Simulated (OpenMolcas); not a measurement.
## Mo4+: from CASSCF to CASPT2

| Quantity | Value |
| --- | --- |
| Program | OpenMolcas 26.06 |
| Basis | ANO-R1 [6s4p3d1f] |
| Scalar Hamiltonian | X2C, finite nucleus |
| Active space | 2 electrons in 5 orbitals (4d) |
| State averaging | 2S+1 = 3 even, 10 roots; 2S+1 = 1 even, 15 roots |
| Spin-orbit coupling | state interaction with AMFI integrals over the reference wave functions, term energies averaged over their components |

Methods on the same reference wave functions:
A. CASSCF
B. SS-CASPT2, IPEA 0.25 Eh, imaginary shift 0.1 Eh (closed shells correlated: 4s 4p)

Energies in eV above 4d2 3F2, the measured ground level; measured values from Sugar and Musgrove, J. Phys. Chem. Ref. Data 17, 155 (1988).

| Level | A | B | Measured |
| --- | --- | --- | --- |
| 4d2 3F2 | 0.0000 | 0.0000 | 0.0000 |
| 4d2 3F3 | 0.1821 | 0.1857 | 0.1956 |
| 4d2 3F4 | 0.3952 | 0.398 | 0.4163 |
| 4d2 1D2 | 1.5606 | 1.300 | 1.2634 |
| 4d2 3P0 | 1.6948 | 1.455 | 1.3838 |
| 4d2 3P1 | 1.7682 | 1.531 | 1.4639 |
| 4d2 3P2 | 1.9556 | 1.712 | 1.6624 |
| 4d2 1G4 | 2.3625 | 2.158 | 2.0276 |
| 4d2 1S0 | 5.5508 | 4.845 | 4.6790 |

Deviations, from unrounded energies. A percentage is the sum of absolute deviations over the sum of measured energies, with the sign that they share, or ± where signs differ.

```
                        Against measurement  Levels      A     B
             mean absolute deviation (cm-1)       8   2500   550
      fine structure of the ground term (%)       2   -5.7  -4.6
other terms of the ground configuration (%)       6  +19.3  +4.2
```

B lies closest to measurement on these levels. The largest miss of B in the table is 4d2 1S0, by +1300 cm-1. The ranking rests on the paired levels alone, and a cruder setting can come out closer through cancelling errors.

From A to B the spin-free energies of the other terms of 4d2 shown, above 3F, scale by factors of 0.80 to 0.90, as is usual when dynamic correlation screens the repulsion within a d or f shell.

The lowest spin-free term lies below A's lowest term by 0.151 hartree in B.

Term energies are means over components that CASPT2 splits; among the terms shown or strongly mixed into the levels shown the widest spread is 440 cm-1 (4d2 3F, B). The basis is small and was not contracted for so high a charge. Without dynamic correlation excited terms often stand tens of per cent too high (terms of higher spin than the ground term too low), and those without a measured partner can miss by more than the paired ones (holds for A). Measured partners are found by configuration, term and J. A level has none where our copy of the source lacks it or the pairing is in doubt (some pairs that miss far off the trend of their configuration count as doubtful), and it then counts in no deviation. Levels of configurations outside the active space are missing.
